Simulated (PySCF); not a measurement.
# How methods differ on the excitation energy of Zn²⁺

Zn²⁺ [Ar] 3d10 (1S) → Zn²⁺ [Ar] 3d9 4s1 (3D), as a difference of total energies. Calculation: PySCF 2.14, in def2-TZVPPD (6s6p4d2f1g, 67 functions); no relativity, point nucleus. Correlated levels: valence: [Ar] frozen. The calculations carry no spin-orbit coupling.

```json
{"method": "UHF", "excitation energy (cm⁻¹)": "71473"}
{"method": "MP2 (valence)", "excitation energy (cm⁻¹)": "89071"}
{"method": "SCS-MP2 (valence)", "excitation energy (cm⁻¹)": "87447"}
{"method": "CCSD (valence)", "excitation energy (cm⁻¹)": "84456"}
{"method": "CCSD(T) (valence)", "excitation energy (cm⁻¹)": "85012"}
```

A first-order spin-orbit estimate (lowest level to lowest level, LS coupling) adds -0.138 eV.
